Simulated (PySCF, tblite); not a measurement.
A database entry of computed molecular properties. Lists by class give the value and the number of equivalent atoms.

```json
{
 "formula": "C7H8FO",
 "smiles": "[H]/[C]=C\\C(C=C)=C/OCF",
 "inchi": "InChI=1S/C7H8FO/c1-3-7(4-2)5-9-6-8/h1,3-5H,2,6H2/b3-1?,7-5+",
 "charge": 0,
 "multiplicity": 2,
 "geometry_level": "GFN2-xTB",
 "atoms_angstrom": [
  ["C", -1.647, 1.719, 1.402],
  ["C", -0.602, 1.278, 0.779],
  ["C", -0.436, 0.013, 0.023],
  ["C", -1.567, -0.663, -0.592],
  ["C", -2.754, -0.123, -0.84],
  ["C", 0.791, -0.517, -0.093],
  ["O", 1.902, 0.07, 0.47],
  ["C", 3.11, -0.455, 0.108],
  ["F", 3.417, -0.142, -1.196],
  ["H", -2.647, 1.449, 1.644],
  ["H", 0.324, 1.846, 0.816],
  ["H", -1.376, -1.688, -0.888],
  ["H", -3.54, -0.688, -1.31],
  ["H", -2.972, 0.902, -0.599],
  ["H", 0.97, -1.437, -0.638],
  ["H", 3.142, -1.556, 0.167],
  ["H", 3.879, 0.004, 0.738]
 ],
 "electronic_structure_code": "PySCF",
 "results": {
  "GFN2-xTB geometry": {
   "point_group": "C1",
   "rotational_constants_GHz": [3.441, 0.8, 0.689]
  },
  "GFN2-xTB harmonic vibrations, gas phase": {
   "strongest_ir_bands_cm-1_km_per_mol_modes": [
    [958.0, 201.6, 1],
    [1098.2, 51.8, 1],
    [1153.6, 544.8, 1],
    [1233.8, 49.7, 1],
    [1631.1, 115.5, 1],
    [2867.2, 59.1, 1]
   ],
   "zpe_kcal_per_mol": 78.6
  },
  "UKS B3LYP, pcH-1 on C F H O, non-relativistic, mean-field spin-orbit, GIAO": {
   "g_iso": 2.00226,
   "g_tensor": [2.00183, 2.00213, 2.00283],
   "s2": 0.762,
   "a_iso_by_class_MHz": [
    ["13C", 313.0, 1],
    ["1H", 137.1, 1],
    ["13C", 78.9, 1],
    ["1H", 38.3, 1],
    ["1H", 10.8, 1]
   ],
   "spin_populations_mulliken_by_atom": [1.06, -0.17, 0.09, 0.0, 0.01, -0.04, 0.0, 0.0, 0.0, 0.0, 0.05, 0.0, 0.0, 0.0, 0.01, 0.0, 0.0]
  }
 }
}
```

⟨S²⟩ is 0.012 above the pure-spin value S(S + 1) = 0.75. With B = h/(8π²I), that is 505.379 GHz u Å² over I, the principal moments of inertia are 146.9, 631.9 and 733.8 u Å² (most abundant isotopes). g_iso is shifted by about -50 ppm from the free-electron value 2.002319; the principal values span 0.0010. The rotational constants make it an asymmetric top with κ = (2B − A − C)/(A − C) = -0.92, nearer the prolate limit (−1).

 In GFN2-xTB open shells enter through the occupations alone, without spin polarisation, so single modes can be far off. Hyperfine couplings depend on the geometry, which wasn't re-optimised at a DFT level.

Conformer computed: `[H]/[C:1]=[CH:2]\[C:3]([CH:4]=[CH2:5])=[CH:6]/[O:7][CH2:8][F:9]`: C1–C2–C3–C4 26°, C2–C3–C4–C5 17°, C3–C6–O7–C8 -170°, C6–O7–C8–F9 71°.

One conformer stands for the species.
